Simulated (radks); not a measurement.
Results of a calculation; reference values are marked as such.
Valence configurations of Mg+ (all share [Ne]). Code: a radial shooting solver on a logarithmic mesh with Libxc functionals. Model: non-relativistic Kohn-Sham, BLYP, spin-unpolarised, spherical densities, point nucleus. Energies are relative to 3s1; eigenvalues in eV.

valence	E (eV)	e(3p)	e(3s)
3s1	0.000	-	-11.389
3s0.5 3p0.5	2.194	-7.399	-11.824
3p1	4.425	-7.741	-

NIST lists [Ne] 3s1 as the ground configuration; this level of theory agrees among the configurations tried. The energies are those of spherical spin-averaged densities, not of single terms.
